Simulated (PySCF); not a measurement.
Worked example: entropy of an ideal gas

H₂ISi, SMILES I[SiH2] (connectivity only; charge and spin as stated), charge +1, multiplicity 1.

Geometry optimised at PBE-D3(BJ)/def2-TZVP. The multiplicity is an assumed one; other spin states were not compared. The isomer is the one that the SMILES or the coordinates give; other isomers of the formula were not compared. The def2 effective core potentials stand for the cores of I; spin–orbit coupling is left out.

PBE-D3(BJ)/def2-TZVP in PySCF gives the harmonic wavenumbers 434, 531, 600, 889, 2198, 2257 cm⁻¹ and the rotational temperatures 7.2281, 0.1759, 0.1717 K. The molar mass is 157.01 g/mol, the symmetry number 2, the spin multiplicity 1.

### Question
Work out the entropy at 298.15 K and 1 atm in the rigid-rotor, harmonic-oscillator model.

### Answer

Translation (Sackur–Tetrode at 1 atm): S = R[1.5 ln M + 2.5 ln T − 1.16487] = 171.8 J/(mol K).
Rotation: q = (√π/σ) T^1.5/√(θA θB θC) = 9760, S = R[ln q + 3/2] = 88.9 J/(mol K).
Vibration: with u = 1.4388 ν/T, each mode gives R[u/(e^u − 1) − ln(1 − e^−u)]:
| ν (cm⁻¹) | modes | u | S (J/(mol K)) |
|---|---|---|---|
| 434 | 1 | 2.09 | 3.54 |
| 531 | 1 | 2.56 | 2.45 |
| 600 | 1 | 2.90 | 1.88 |
| 889 | 1 | 4.29 | 0.61 |
The stiffer modes add less than 0.005 each. Sum 8.5 J/(mol K).
Spin: R ln 1 = 0.0 J/(mol K).
Total 269.1 J/(mol K); the program's own thermochemistry gives 269.1. Translation makes up 64 % and vibration 3 %. Anharmonicity, hindered rotation and orbital degeneracy are left out.
